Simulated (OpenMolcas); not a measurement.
A run on Er2+ among 8 point charges of -2 e arranged as a hexagonal bipyramid (D6h), 2.85 Å from the ion, with the axial distance 3.306 Å.

```json
{
  "Program": "OpenMolcas",
  "Method": "SS-CASPT2, IPEA 0.25 Eh, imaginary shift 0.1 Eh (closed shells correlated: 5s 5p)",
  "Basis": "ANO-RCC-VTZP [8s7p5d3f2g1h]",
  "Scalar Hamiltonian": "DKH2, point nucleus",
  "Active space": "12 electrons in 7 orbitals (4f)",
  "State averaging": "2S+1 = 3 even, 21 roots; 2S+1 = 1 even, 26 roots kept (CI in the orbitals of an earlier block)",
  "Spin-orbit coupling": "RASSI with atomic mean-field integrals over the reference wave functions"
}
```

First CASPT2 step and the start of its output:

```
&CASPT2
Multistate=21 1 2 3 4 5 6 7 8 9 10 11 12 13 14 15 16 17 18 19 20 21
NoMult
Frozen=14 9
IPEA=0.25
Imaginary=0.1
MaxIter=60
WThr=0.0 0.3 0.05
PrWF=0.5
NoMix
```

```
--- CASPT2 ---
Orbital specifications:
      -----------------------

      Symmetry species                           1   2
                                                ag  au
      Frozen orbitals                           14   9
      Inactive orbitals                          1   3
      Active orbitals                            0   7
      Secondary orbitals                        36  34
      Deleted orbitals                           0   0
      Number of basis functions                 51  53
Type of calculation                        SS-CASPT2
      Fock operator                              state-specific
      IPEA shift                                 0.25
      Real shift                                 0.00
      Imaginary shift                            0.10
      The input orbitals will be transformed to quasi-canonical
Reference energy:      -13079.4042018643
      E2 (Non-variational):      -1.3260561585
      Shift correction:          -0.0140487270
      E2 (Variational):          -1.3401048855
      Total energy:          -13080.7443067498
      Residual norm:              0.0000005565
      Reference weight:           0.62232
      Contributions to the CASPT2 correlation energy
      Active & Virtual Only:         -0.7612888555
      One Inactive Excited:          -0.3953515118
      Two Inactive Excited:          -0.1694157912
Reference energy:      -13079.4042018643
      E2 (Non-variational):      -1.3260587057
      Shift correction:          -0.0140528256
      E2 (Variational):          -1.3401115313
      Total energy:          -13080.7443133956
      Residual norm:              0.0000005567
      Reference weight:           0.62230
      Contributions to the CASPT2 correlation energy
      Active & Virtual Only:         -0.7612923565
...
```

Over all roots the printed reference weights run from 0.48 to 0.79, and roots that are degenerate in the reference spread by up to 3600 cm-1.

Problem. Did the run give usable levels, and if not, why?

Solution. No. The equations converged, but the reference weight falls to 0.48 for at least one root against 0.79 for the best. A drop of that size marks an intruder state, so the energies of such roots and the levels built on them can't be trusted.
